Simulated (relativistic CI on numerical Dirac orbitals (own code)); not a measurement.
Calculated at this level of theory: Dirac-Coulomb-Breit CI, separate exchange-only KLI orbitals for each configuration, model QED, unscaled Slater integrals (own radial code, finite nucleus).

The strongest absorption lines from the ground level of an ion, among the configurations computed and to levels below about 1630 eV (vacuum wavelength in nm, gf): 1.3596 (0.31), 1.3813 (0.88), 1.3930 (1.4), 1.4082 (1.3), 1.5257 (0.13), 1.5677 (0.35), 2.8712 (0.75), 3.0187 (0.19).

(1) Which ion is it?
A. Ra⁷²⁺
B. Pb⁶⁶⁺
C. Pb⁶⁸⁺
D. Yb⁵⁴⁺

Results:

(1) B. Pb⁶⁶⁺ has 16 electrons and the ground level 3s2 3p4 3P_2; the strongest line goes to 3s2 3p3 3d 3D°_2. The pattern of lines fixes the number of electrons, and along that sequence the line energies rise steadily with the charge (about as its square where n changes within one kind of shell, about linearly where n is kept but much faster in heavy ions where fine structure, which grows about as Z⁴, sets the gap, and irregularly where shells cross), which fixes Z. Configurations outside the model, such as inner-shell arrays, can give stronger lines. At this charge energies of transitions that change n are usually good to better than 1 %, and those within a shell (Δn = 0) to a few per cent.

LS names give the leading component of a level, which can be under half, so a name can repeat, a term be missing and a line seem to break the LS rules.
